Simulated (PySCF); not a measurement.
**Calculated NMR parameters of 1,8-naphthyridine**

- Formula: C8H6N2
- SMILES: c1cnc2ncccc2c1
- InChI: InChI=1S/C8H6N2/c1-3-7-4-2-6-10-8(7)9-5-1/h1-6H
- Point group of the computed structure: C2v
- Degrees of unsaturation: 7
- Carbon signals: 5
- Proton signals: 3

Bonds (- single, = double, # triple, : aromatic): C1:C2, C2:N3, N3:C4, C4:N5, N5:C6, C6:C7, C7:C8, C8:C9, C9:C10, C10:C1, C9:C4. C1 carries H11; C2 carries H12; C6 carries H13; C7 carries H14; C8 carries H15; C10 carries H16.

Method: J couplings at B3LYP/pcJ-1 (without the spin–dipole term), coordinates at the PBE0-D3(BJ)/def2-SVP level, shielding tensors at KT3/pcSseg-1 (GIAO), in PySCF (gas phase, a single conformation, rapidly exchanging positions averaged, relativity neglected).

Shifts are taken against calculated references (same method and geometry level): $^{1}$H (σ = 31.32 ppm) and $^{13}$C (σ = 182.31 ppm) vs TMS; $^{15}$N (σ = 262.01 ppm) against NH3.

| carbon | δC, type | δH (multiplicity, J in Hz) | HMBC from (abs. J ≥ 3 Hz) | span of the C tensor (ppm) |
| --- | --- | --- | --- | --- |
| C1/C7 | 115.4, CH | 7.09 (dd, 9.0, 4.7) | H12/H13 | 201 |
| C2/C6 | 144.6, CH | 9.07 (dd, 4.7, 1.9) | H15/H16, H11/H14 | 196 |
| C4 | 146.8, C | – | H12/H13, H15/H16 | 169 |
| C8/C10 | 129.4, CH | 7.81 (dd, 9.0, 1.9) | H12/H13, H15/H16 | 197 |
| C9 | 115.2, C | – | H11/H14 | 197 |

Other nuclei:
```json
{"atoms": "N3/N5", "nucleus": "$^{15}$N", "environment": "pyridine-type ring nitrogen", "δ (ppm)": "335.0", "σ (ppm)": "-73.0"}
```

Selected couplings (Hz, signed; the shortest-range and largest first, 30 at most; isotopes $^{13}$C, $^{1}$H, $^{15}$N): $^{1}J$(C2,H12) 187.7, $^{1}J$(C1,H11) 171.5, $^{1}J$(C8,H15) 168.2, $^{2}J$(N3,H12) -13.3, $^{3}J$(H11,H16) 9.0, $^{3}J$(H11,H12) 4.7, $^{3}J$(N3,H11) -1.2, $^{4}J$(H12,H16) 1.9.

1. Carbon types of the structure: 2 × C, 6 × CH, which accounts for all hydrogens.
2. δC 146.8, 115.2: ring-fusion aromatic carbon.
3. δC 144.6: aromatic CH next to a ring nitrogen; the adjacent pyridine-type nitrogen withdraws density from it.
4. δC 129.4, 115.4: aromatic CH.
5. δH 9.07: hydrogen on an aromatic CH next to a ring nitrogen; ring current plus the neighbouring ring nitrogen.
6. δH 7.81, 7.09: hydrogen on an aromatic CH; the ring current deshields protons in the ring plane.
7. The protons at 7.09 and 7.81 share a coupling of 9.0 Hz (vicinal, an ortho-type coupling).
8. The protons at 7.09 and 9.07 share a coupling of 4.7 Hz (vicinal, an ortho-type coupling).

Multiplet labels drop couplings under 1 Hz and merge nearly equal ones. Unscaled 3J(H,H) at this level run about 10 % above measured values. Shifts are as computed, not scaled to solution data. Of 1211 compounds with measured shifts, 218 miss one by over three times the rms of a fit or turn the order of signals round; such compounds aren't used in these exercises. Experimental scales use liquid or dissolved standards, which lie at an offset from isolated NH3 (liquid NH3: subtract about 20 ppm). Unscaled 15N shifts of sp2 nitrogen come out 20 to 40 ppm too high even then.
